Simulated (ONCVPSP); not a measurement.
**u(r) = r·R(r): atom against pseudo-atom (Pb)**

Columns: radius, all-electron u(r) and pseudo u(r) of the 5d shell (level -28.86 eV) of lead in the configuration [Kr] 4d10 4f14 5s2 5p6 5d10 6s2 6p1; PBEsol, scalar-relativistic, ONCV scheme, ONCVPSP 4.0.1.

| r (bohr) | all-electron | pseudo |
| --- | --- | --- |
| 0.093 | 0.3344 | 0.0031 |
| 0.185 | -0.0119 | 0.0232 |
| 0.278 | -0.4357 | 0.0741 |
| 0.370 | -0.4617 | 0.1604 |
| 0.463 | -0.2139 | 0.2815 |
| 0.555 | 0.1172 | 0.4245 |
| 0.648 | 0.4287 | 0.5771 |
| 0.740 | 0.6697 | 0.7194 |
| 0.833 | 0.8369 | 0.8396 |
| 0.925 | 0.9345 | 0.9253 |
| 1.018 | 0.9785 | 0.9741 |
| 1.110 | 0.9820 | 0.9862 |
| 1.203 | 0.9572 | 0.9673 |
| 1.295 | 0.9144 | 0.9255 |
| 1.388 | 0.8599 | 0.8685 |
| 1.480 | 0.8001 | 0.8051 |
| 1.573 | 0.7375 | 0.7395 |
| 1.665 | 0.6759 | 0.6763 |
| 1.758 | 0.6155 | 0.6155 |
| 1.850 | 0.5587 | 0.5587 |
| 1.943 | 0.5049 | 0.5049 |
| 2.035 | 0.4555 | 0.4555 |
| 2.128 | 0.4095 | 0.4095 |
| 2.220 | 0.3678 | 0.3678 |
| 2.313 | 0.3295 | 0.3295 |
| 2.405 | 0.2950 | 0.2950 |

Question: How many radial nodes do the two functions have?

Answer: The all-electron 5d function has n − l − 1 = 2; the pseudo-wave has 0, since the states of the same l below it are removed with the core.

Question: At about which radius was the pseudo-wave matched?

Answer: 1.85 bohr. The columns agree to 0.0005 from 1.67 bohr on; several derivatives are matched, so the curves merge somewhat inside the radius.

Question: Where does each function peak?

Answer: Outermost all-electron maximum near 1.11 bohr, pseudo maximum near 1.11 bohr (to the table’s step).

Question: Is the pseudo-wave norm-conserving?

Answer: Yes: the ONCV scheme keeps the norm inside the radius equal to the all-electron one, which fixes the energy derivative of the logarithmic derivative at the level.
